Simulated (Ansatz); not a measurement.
Consider the ligand exchange at a B–O bond: `BO[CH2][GeH3]` + `[OH][GaH2]` → `B[O][GaH2]` + `O[CH2][GeH3]`.

Computed with Ansatz on PBE0-D4/def2-TZVP structures; ΔE is electronic, products minus reactants. CCSD(T)/CBS adds triple-zeta CCSD(T) − MP2 to the extrapolated MP2 energy (def2 sets, frozen cores). For Ga, Ge outer-core shells are correlated without core-valence functions, which leaves a few kJ/mol of doubt a bond. Scalar relativity is left out up to krypton. One conformer a species, not always the lowest.

| level | ΔE (eV) |
| --- | --- |
| HF/def2-TZVPP | 0.01 |
| MP2/def2-TZVPP | 0.18 |
| CCSD(T)/def2-TZVPP | 0.17 |
| HF/def2-QZVPP | 0.01 |

Q: What does CCSD(T)/CBS give? (An estimate is asked.)

A: The calculation gave: +0.19 eV. The listed levels differ from it by -0.18, -0.01, -0.02, -0.18 eV.

Largest T1 diagnostic among the species: 0.016.

In def2-TZVPP, CCSD(T) changes the Hartree–Fock value by +0.16 eV (the triples alone add +0.03 eV) and MP2 by +0.17 eV. From PBE to PBE0 (25 % exact exchange), in def2-TZVPP and without D4, ΔE moves by −0.05 eV.
